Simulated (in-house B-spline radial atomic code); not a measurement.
Radial electron density of Rb⁹⁺, [Ar] 3d10. Computed with an all-electron radial atomic-structure program (B-spline basis): Dirac-Kohn-Sham PBE0, spherical fractional occupations, Fermi nucleus of rms radius 4.2036 fm.

Columns: r (bohr), 4πr²n(r) (electrons per bohr), bar.

```
 0.00152    1.151 #
 0.00181    1.577 #
 0.00215    2.142 ##
 0.00256    2.908 ##
 0.00304    3.908 ###
 0.00361    5.216 ####
 0.00429    6.915 ######
  0.0051    9.087 #######
 0.00606     11.8 #########
  0.0072    15.12 ############
 0.00856    19.08 ###############
  0.0102     23.7 ###################
  0.0121    28.64 #######################
  0.0144    33.84 ###########################
  0.0171    38.72 ###############################
  0.0203    42.79 ##################################
  0.0241    45.49 #####################################
  0.0287    46.35 #####################################
  0.0341    45.24 ####################################
  0.0405    42.68 ##################################
  0.0481    39.83 ################################
  0.0572    38.26 ###############################
   0.068    39.42 ################################
  0.0808    43.64 ###################################
   0.096    49.58 ########################################
   0.114    54.33 ############################################
   0.136    54.78 ############################################
   0.161    49.84 ########################################
   0.192     41.2 #################################
   0.228    33.91 ###########################
   0.271    31.61 #########################
   0.322     34.4 ############################
   0.382    38.12 ###############################
   0.454    37.96 ##############################
    0.54    31.93 ##########################
   0.642     22.2 ##################
   0.762    12.67 ##########
   0.906     5.79 #####
    1.08    2.054 ##
    1.28   0.5821 
    1.52   0.1203 
    1.81  0.01671
```

On this grid the curve has 3 maxima, near 0.0287, 0.136, 0.382 bohr.

The 3d5/2 radial function P(r) = rR(r), positive near the nucleus, with its small component Q(r) (sign convention: Q ≈ (P' + κP/r)/2c):

| r (bohr) | P | Q |
| --- | --- | --- |
| 0.0121 | 0.001455 | -5.485e-05 |
| 0.0171 | 0.003859 | -0.0001598 |
| 0.0241 | 0.009921 | -0.0004285 |
| 0.0341 | 0.02494 | -0.001052 |
| 0.0481 | 0.05951 | -0.002431 |
| 0.068 | 0.1346 | -0.005316 |
| 0.096 | 0.2809 | -0.01064 |
| 0.136 | 0.5319 | -0.0191 |
| 0.192 | 0.8767 | -0.02947 |
| 0.271 | 1.225 | -0.03793 |
| 0.382 | 1.398 | -0.03931 |
| 0.54 | 1.251 | -0.03141 |
| 0.762 | 0.8357 | -0.01867 |
| 1.08 | 0.3773 | -0.007607 |
| 1.52 | 0.1018 | -0.001911 |
